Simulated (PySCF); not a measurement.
# Field gradients at the hydrogen positions

Species: C₄H₁₃FOSi₂.
Cartesian coordinates in Å at the GFN2-xTB level; atoms count from 1:
```
atom  x, y, z in Å
C1    -2.4498    1.5839   -0.0138
C2    -1.2445    0.6489   -0.0517
O3    -1.6230   -0.6929    0.2330
C4    -0.1864    0.9967    0.9839
Si5    0.7425   -0.6077    1.4421
Si6    1.4583   -1.7994   -0.4097
C7     2.4246   -0.6458   -1.6171
F8     1.6129    0.3955   -2.0380
H9    -2.9357    1.5224    0.9583
H10   -3.1732    1.3175   -0.7839
H11   -2.1281    2.6079   -0.1825
H12   -0.7931    0.6861   -1.0549
H13   -2.3000   -0.9806   -0.3882
H14    0.4795    1.7621    0.5909
H15   -0.6630    1.4072    1.8739
H16    1.9010   -0.1534    2.2449
H17   -0.0729   -1.4174    2.3511
H18    0.4396   -2.4379   -1.2539
H19    2.4490   -2.8455   -0.1109
H20    2.7607   -1.1518   -2.5252
H21    3.2928   -0.1790   -1.1449
```

Level: PBE0/pcSseg-1 (PySCF, non-relativistic); Q(2H) = 0.00286 b; rigid geometry, the same for H and D, with no vibrational averaging.

Question: Rank these positions by the coupling χzz of a deuteron there, largest first.
A. H21 (methylene hydrogen)
B. H12 (methine hydrogen)
C. H14 (methylene hydrogen)
D. H16 (Si–H hydrogen)
E. H18 (Si–H hydrogen)
F. H13 (hydroxyl hydrogen)

Answer: F (317 kHz), C (213 kHz), A (200 kHz), B (184 kHz), E (109 kHz), D (103 kHz).

Q: Tabulate Vzz, the asymmetry η and χzz = 234.96 MHz × Q × Vzz for every hydrogen position.

A: 
| atom | bonded to | bond length (Å) | Vzz (au) | η | χzz (kHz) |
| --- | --- | --- | --- | --- | --- |
| H9 | C1 | 1.089 | 0.3121 | 0.02 | 210 |
| H10 | C1 | 1.090 | 0.3125 | 0.03 | 210 |
| H11 | C1 | 1.087 | 0.3165 | 0.02 | 213 |
| H12 | C2 | 1.101 | 0.2738 | 0.05 | 184 |
| H13 | O3 | 0.963 | 0.4718 | 0.14 | 317 |
| H14 | C4 | 1.088 | 0.3170 | 0.03 | 213 |
| H15 | C4 | 1.090 | 0.3136 | 0.04 | 211 |
| H16 | Si5 | 1.481 | 0.1528 | 0.01 | 103 |
| H17 | Si5 | 1.465 | 0.1649 | 0.04 | 111 |
| H18 | Si6 | 1.469 | 0.1621 | 0.02 | 109 |
| H19 | Si6 | 1.471 | 0.1591 | 0.02 | 107 |
| H20 | C7 | 1.093 | 0.2998 | 0.10 | 201 |
| H21 | C7 | 1.093 | 0.2978 | 0.09 | 200 |

Q: Average by the element that carries the hydrogen.

A: on C: 205 kHz over 8 positions, mean bond length 1.091 Å; on O: 317 kHz over 1 position, mean bond length 0.963 Å; on Si: 107 kHz over 4 positions, mean bond length 1.472 Å.

Q: How does χzz go with the bond length over the 8 C–H bonds?

A: A straight-line fit has a slope of -21.7 kHz for each 0.01 Å, with a correlation coefficient of -0.99, over lengths from 1.087 to 1.101 Å. The longer bonds have the smaller couplings here.

Q: A static deuteron (I = 1) shows a doublet split by (3/2)χ, (3/4)χ(1 + η) and (3/4)χ(1 − η) with the field along z, y and x of the gradient. What are these for H13?

A: With |χ| = 317.0 kHz and η = 0.136: 476, 270 and 205 kHz, to first order and without motion.

One conformer (not necessarily the lowest) at the GFN2-xTB geometry, without solvent, vibrations or thermal averaging. GFN2-xTB bond lengths can be off by several hundredths of an ångström, more for odd bonds, and the gradients follow them. The basis is small and wasn't made for field gradients, so the couplings can be 20 % off.
